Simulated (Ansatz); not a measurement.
The same path of C2H8B2 (12 atoms, charge 0, multiplicity 1) was run twice with different band settings. The coordinate that changes most is the dihedral C2–B3–C4–H12.

All numbers below come from Ansatz, RKS r2SCAN-D4/def2-SVP.

Relaxed end points:

```xyz
12
Properties=species:S:1:pos:R:3
B -1.042 1.650 0.191
C 0.361 0.989 0.234
B 0.145 -0.554 0.432
C 0.523 -1.633 -0.632
H -1.737 1.664 1.181
H -1.481 2.128 -0.831
H 0.799 1.294 1.207
H 1.017 1.235 -0.614
H -0.363 -0.926 1.471
H 1.173 -2.402 -0.177
H -0.394 -2.187 -0.912
H 1.000 -1.257 -1.550
```

```xyz
12
Properties=species:S:1:pos:R:3
B -0.660 1.850 0.196
C 0.484 0.833 0.447
B -0.137 -0.606 0.345
C 0.273 -1.646 -0.746
H -1.558 1.965 1.000
H -0.701 2.515 -0.814
H 0.721 0.918 1.529
H 1.372 0.970 -0.186
H -0.959 -0.931 1.178
H 0.874 -1.251 -1.579
H 0.884 -2.415 -0.230
H -0.594 -2.202 -1.140
```

Common settings: movable images 7; climbing image yes; optimiser quadratic models (default); start path IDPP; force threshold 0.03 eV/Å; iteration limit 60; end points relaxed.

| run | spring |
| --- | --- |
| 1 | 5.0 eV/Å² |
| 2 | 20.0 eV/Å² |

**Question.** What does each run give, and how far can it be trusted?

**Answer.** Run 1: converged after 8 iterations, highest image 0.017 eV above the first end. A vibrational analysis at the climbing image gives one clearly imaginary mode, 134i cm⁻¹: a first-order saddle point.
Run 2: converged after 8 iterations, highest image 0.017 eV above the first end. Another band between the same ends (7 images) ends at a top of the same energy, where a vibrational analysis finds 1 clearly imaginary mode.
